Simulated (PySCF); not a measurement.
These are TPSSh-D3(BJ)/def2-TZVP // BP86-D3(BJ)/def2-SVP (PySCF) values and carry that method's errors. Isolated molecules, 0 K electronic values unless said otherwise. One relaxed conformer stands for a flexible species; it need not be the lowest. 

Reference species: [W(F)2(NH2)4] (neutral, multiplicity 1).

The HOMO is -6.34 eV and the mean distance from the central atom to its bonded neighbours is 1.970 Å. The charge on the central atom (Mulliken) comes out as 1.43 e.

Changed species: [W(F)3(NH2)3] (3 of 6 F replaced by NH2; the reference has 4 of 6 F replaced by NH2).

Predict the effect on the HOMO, mean distance from the central atom to its bonded neighbours and charge on the central atom (Mulliken).

the HOMO falls by 1.26 eV, to -7.60 eV; the mean distance from the central atom to its bonded neighbours drops by 0.027 Å, to 1.943 Å; the charge on the central atom (Mulliken) increases by 0.10 e, to 1.53 e.
